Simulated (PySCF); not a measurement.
Chlorine: a sound run and one with changed settings

Sound run: Cl+ [Ne] 3s2 3p4, Cl(2+) [Ne] 3s2 3p3. Computed with PySCF 2.14 in 6-31G*, with the non-relativistic Hamiltonian (point nucleus). In the sound run the correlated levels freeze [Ne]. The sound run starts from symmetry-adapted Hartree-Fock orbitals and uses a fine grid where one is needed.

Changed run: initial guess minao, at most 50 SCF cycles.

```tsv
species	method	sound run (hartree)	changed run (hartree)	converged
Cl+	UHF	-459.01354	-459.01354	yes
Cl+	PBE0	-459.48938	-459.48938	yes
Cl+	CCSD(T)	-459.11733	-459.11733	yes
Cl(2+)	M06-L	-458.76763	-458.76763	yes
Cl(2+)	MP2	-458.25727	-458.25727	yes
```

Here the plain start reaches the same solutions.
